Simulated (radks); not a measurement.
Spin polarisation of the 3d4 shell in V+. Start: [Ar] 3d(up 2, down 2); electrons of 3d are moved from spin down to spin up, other shells keep equal spins. Method: scalar-relativistic Kohn-Sham, PBE, spin-polarised, spherical densities, finite nucleus; Fermi nuclear charge, rms radius of each element as measured or else 0.836 A^(1/3) + 0.57 fm; computed with a radial shooting solver on a logarithmic mesh with Libxc functionals.

moment (Bohr magnetons)  E - E(0) (eV)  e(3d up) (eV)  e(3d down) (eV)  3p down minus up (eV)
0                                0.000         -8.988           -8.988                  0.000
1                               -0.189         -9.329           -8.572                  0.849
2                               -0.757         -9.592           -8.080                  1.696
3                               -1.701         -9.771           -7.507                  2.536
4                               -3.031         -9.862           -6.744                  3.367

At moment 4 the spin-polarisation energy is -3.031 eV and the 3d exchange splitting 3.118 eV, that is 0.780 eV per Bohr magneton; E = -I m^2/4 would give I = 0.758 eV.
